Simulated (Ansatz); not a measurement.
Ansatz (an electronic-structure program) input (revPBE/def2-TZVPD):

Ansatz 0.2 input:
```yaml
crystal:
  periodic: [false, false, false]
  atoms:
    - {symbol: Sb, position_ang: [0.21348782, 0.15155298, -0.00564657]}
    - {symbol: F, position_ang: [-1.38497171, -0.98317830, 0.03663131]}
    - {symbol: F, position_ang: [-1.11370954, 1.75804384, 0.09439721]}
    - {symbol: F, position_ang: [1.28891696, -1.63366576, -0.09903129]}
basis:
  gaussian:
    orbitals: def2-TZVPD
hamiltonian:
  xc: {name: revPBE}
total_charge: -1
magnetization: {spin_polarized: true, initial_magnetization: 1}
output: {forces: true}
```

Output:

```
Functional definition: revPBE
integrals: 0.08 GiB planned
1004 factors; their error is unknown
mean field: 0.75 GiB planned
mean field evaluation 1: about -14694.0304 eV, gradient 1.3e1 eV
mean field evaluation 2: about -14693.0297 eV, gradient 2.2e1 eV
mean field evaluation 4: about -14694.6381 eV, gradient 8.4e-1 eV
mean field evaluation 8: about -14694.6434 eV, gradient 8.3e-2 eV
mean field evaluation 16: about -14694.6373 eV, gradient 7.2e-5 eV
mean field -14694.63733137 eV, -540.0179615448 hartree, gradient 7.2e-6 eV, S^2 0.753342; 0 other end points of the search recorded, 0 dependent functions left out
the calculation of the forces begins
reference -14694.63738324 eV, -540.0179634511 hartree; 26, 25 occupied and 150, 151 virtual orbitals, 1004 factors
Total energy: -14694.63738324 eV, -540.0179634511 hartree
Atom 0 at     0.213488     0.151553    -0.005647 Å, force     0.435953     0.309479    -0.011531 eV/Å
Atom 1 at    -1.384972    -0.983178     0.036631 Å, force    -0.427361    -0.303380     0.011303 eV/Å
Atom 2 at    -1.113710     1.758044     0.094397 Å, force    -0.225128     0.308693     0.017892 eV/Å
Atom 3 at     1.288917    -1.633666    -0.099031 Å, force     0.216537    -0.314792    -0.017665 eV/Å
Dipole moment:     0.322625     0.229028    -0.008533 e Å
```
